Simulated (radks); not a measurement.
Q: Ho46+, configuration [Ar] 3d3. All-electron calculation, scalar-relativistic Kohn-Sham, PBE, spin-polarised, spherical densities, finite nucleus; open shells are filled with parallel spins first (spin-orbit coupling, left out, can overturn this in heavy ions); Fermi nuclear charge, rms radius 5.2022 fm. Program: a radial shooting solver on a logarithmic mesh with Libxc functionals. Some entries of the table are withheld. Estimate them.

orbital,occ.,eigenvalue (eV),<1/r> (bohr^-1),<r> (bohr)
1s up,1,-58277.43,76.04,0.02074
1s down,1,-58277.28,76.04,0.02074
2s up,1,-12010.88,17.80,0.08754
2s down,1,-11996.30,17.82,0.08747
2p up,3,-10966.80,16.47,0.07748
2p down,3,-10955.52,16.49,0.07740
3s up,1,(1),6.989,0.2169
3s down,1,(2),6.969,0.2172
3p up,3,-4150.821,6.582,0.2130
3p down,3,-4134.434,6.563,0.2134
3d up,3,-3806.590,6.260,0.1891
3d down,0,-3785.604,6.248,0.1896

A: 
(1) 3s up eigenvalue (eV): -4468.139
(2) 3s down eigenvalue (eV): -4452.263
